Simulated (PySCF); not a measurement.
These 2 structures share the formula C7H14OSi. Level of theory: PySCF, PBE0-D3(BJ)/def2-SVP geometry optimisation, gas phase. One conformer each; no zero-point energy, no entropy. No frequencies were run at this level. Point groups hold within 0.08 Å.

**Question.** Order them by energy at this level, lowest first, and give relative energies in kJ/mol.
A. `[CH2:1]1[CH2:2][SiH:3]([CH:4]2[CH2:5][CH2:6]2)[CH2:7][CH2:8][O:9]1` with C2–Si3–C4–C5 155°, O9–C1–C2–Si3 -55°, C1–C2–Si3–C4 163°, Si3–C4–C5–C6 -109°, C2–Si3–C7–C8 -40°
B. `[CH2:1]=[CH:2][C:3](=[CH2:4])[O:5][Si:6]([CH3:7])([CH3:8])[CH3:9]` with C1–C2–C3–C4 179°, C2–C3–O5–Si6 178°

**Answer.** B (0.0), A (126.5).

As drawn, the lower has an Si–O bond and a C=C bond outside aromatic rings, which the higher lacks; the higher has a three-membered ring, which the lower lacks.

| SMILES | E (Eh) | E rel (kJ/mol) | dipole (D) | point group | A, B, C (MHz) |
| --- | --- | --- | --- | --- | --- |
| C=CC(=C)O[Si](C)(C)C | -639.05776 | 0.0 | 1.27 | near Cs | 1985, 888.0, 765.8 |
| C1C[SiH](C2CC2)CCO1 | -639.00956 | 126.5 | 1.28 | Cs | 3187, 783.2, 671.2 |
